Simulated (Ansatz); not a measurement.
System: C$_{6}$H$_{4}$Br, charge 0, multiplicity 2. It need not be the lowest isomer of its formula. 
Geometry from a B3LYP-D3(BJ)/def2-TZVP (Ansatz, a program for electronic structure) optimisation:
```
C
C 1 1.3892
H 2 1.0812 1 120.40
C 1 1.3892 2 121.98 3 -180.00
H 4 1.0812 1 120.40 2 -180.00
C 4 1.3981 5 120.42 1 -180.00
C 6 1.3699 4 117.00 5 180.00
C 7 1.3699 6 125.67 4 0.00
H 8 1.0823 7 122.63 6 -180.00
H 6 1.0823 7 122.63 8 -180.00
Br 1 1.9106 2 119.01 3 0.00
```
Charge 0, spin multiplicity 2.

Property: atomisation energy (electronic, to ground-state atoms), in kJ/mol. Valence correlation only, unless marked. UHF or UKS for open shells. No spin-orbit coupling. The frozen core is the preceding noble-gas configuration, with the filled d and f shells of earlier blocks. No relativistic terms. The coupled-cluster limit lacks core correlation, which all-electron functionals hold. CBS(X,Y): correlation extrapolated as X^-3; Hartree-Fock from the larger set.

The UHF reference is spin-contaminated (<S^2> 0.62 over the pure value in the largest basis). 

```tsv
level	program	atomisation energy (kJ/mol)
BLYP-D3(BJ)/def2-TZVPD	Ansatz + dftd3	5113.1
BLYP-D4/def2-TZVPD	Ansatz + dftd4	5116.0
BHLYP-D3(BJ)/def2-TZVPD	Ansatz + dftd3	4920.8
wB97X-V/def2-TZVPD	Ansatz	5079.1
SCS-MP2/cc-pVDZ	Ansatz	4641.4
CCSD(T)/CBS(cc-pVTZ,cc-pVQZ)	Ansatz	?
```

**Question.** What belongs in the gaps?

**Answer.** 
- CCSD(T)/CBS(cc-pVTZ,cc-pVQZ), atomisation energy (kJ/mol): 5056.0
